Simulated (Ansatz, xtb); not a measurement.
## Relative energy of two isomers of C4H5NO2

Structure I is `Nc1ccc(O)o1`, a singlet and structure II is `Nc1coc(O)c1`, a singlet. Both are isolated molecules in the gas phase, relaxed with B3LYP/def2-SVP; the shapes shown needn't be the lowest conformers.

I (Å):

```xyz
12

C    -1.3598    1.6024   -1.1753
C    -0.8617    2.0796    0.0042
C    -0.0380    1.0261    0.5580
C    -0.0810    0.0125   -0.3473
N    -2.2925    2.0594   -2.0971
O     0.5631   -1.1633   -0.4153
O    -0.8830    0.3378   -1.4044
H    -1.9645    2.0246   -3.0617
H    -2.6279    2.9913   -1.8744
H    -1.0594    3.0570    0.4387
H     0.5194    1.0303    1.4906
H     0.0013   -1.8049   -0.8741
```

II (Å):

```yaml
atoms:
  - { symbol: C, position_ang: [-1.0048, 1.2253, -1.5176] }
  - { symbol: C, position_ang: [-1.9731, 0.5573, -0.8150] }
  - { symbol: C, position_ang: [-0.4191, 1.1085, 0.6350] }
  - { symbol: C, position_ang: [0.0221, 1.5867, -0.5663] }
  - { symbol: N, position_ang: [-0.9994, 1.5774, -2.8659] }
  - { symbol: O, position_ang: [-1.6050, 0.4948, 0.5255] }
  - { symbol: O, position_ang: [0.1348, 1.1578, 1.8528] }
  - { symbol: H, position_ang: [-1.6418, 1.0412, -3.4410] }
  - { symbol: H, position_ang: [-0.0735, 1.5881, -3.2832] }
  - { symbol: H, position_ang: [-2.9270, 0.1106, -1.0728] }
  - { symbol: H, position_ang: [-0.4651, 0.7258, 2.4783] }
  - { symbol: H, position_ang: [0.9419, 2.1347, -0.7504] }
```

Energies in hartree; the thermal terms are from GFN2-xTB frequencies at re-optimised GFN2-xTB minima (ideal gas, soft modes damped towards free rotors, one conformer each, 298.15 K, 1 atm) and include the zero-point energy:

|  | I | II |
| --- | --- | --- |
| E, CCSD(T)/def2-SVP | −359.369280 | −359.366258 |
| E, MP2/def2-SVP | −359.297043 | −359.293479 |
| E, MP2/def2-TZVPP | −359.970904 | −359.966954 |
| zero-point energy | 0.087694 | 0.087858 |
| H(298 K) − E | 0.095141 | 0.095161 |
| G(298 K) − E | 0.057824 | 0.058200 |

**Question.** Correct the CCSD(T) difference for the basis set by the MP2 change, then work out ΔE, ΔE₀, ΔH and ΔG for I → II in kcal/mol (1 Eh = 627.51 kcal/mol) and the equilibrium ratio [II]/[I].

**Answer.** 1. Differences II − I: CCSD(T) +0.003022, MP2 in the small set +0.003564, MP2 in the large set +0.003950 Eh.
2. ΔE = +0.003022 + (+0.003950 − (+0.003564)) = +0.003408 Eh = +2.14 kcal/mol.
3. ΔE₀ = ΔE + ΔZPE = +0.003408 + (+0.000164) Eh = +2.24 kcal/mol.
4. ΔH = ΔE + (+0.000020) Eh = +2.15 kcal/mol.
5. ΔG = ΔE + (+0.000376) Eh = +2.37 kcal/mol, so ΔS = (ΔH − ΔG)/T = −3.1 J/(mol K).
6. kT = 0.9442 mEh, so K = [II]/[I] = exp(−ΔG/kT) = exp(−4.01) ≈ 0.018.

Structure I is favoured at this temperature. An error of 1 kcal/mol in ΔG would change K by a factor of 5.4. Mirror images and further conformers aren't counted.

As drawn, both hold the same kinds of bond in the same numbers.

Other levels gave ΔE = +0.7 (GFN2-xTB); +1.6 (HF/STO-3G, GFN2-xTB geometries); +0.6 (r2SCAN-D4/def2-SVP, GFN2-xTB geometries); +1.3 (B3LYP/def2-SVP); +1.3 (HF/def2-SVP); +2.2 (MP2/def2-SVP); +1.9 (CCSD(T)/def2-SVP) kcal/mol. The correlated steps freeze 7 core orbitals. Programs: Ansatz 0.2.0, xtb 6.7.1.
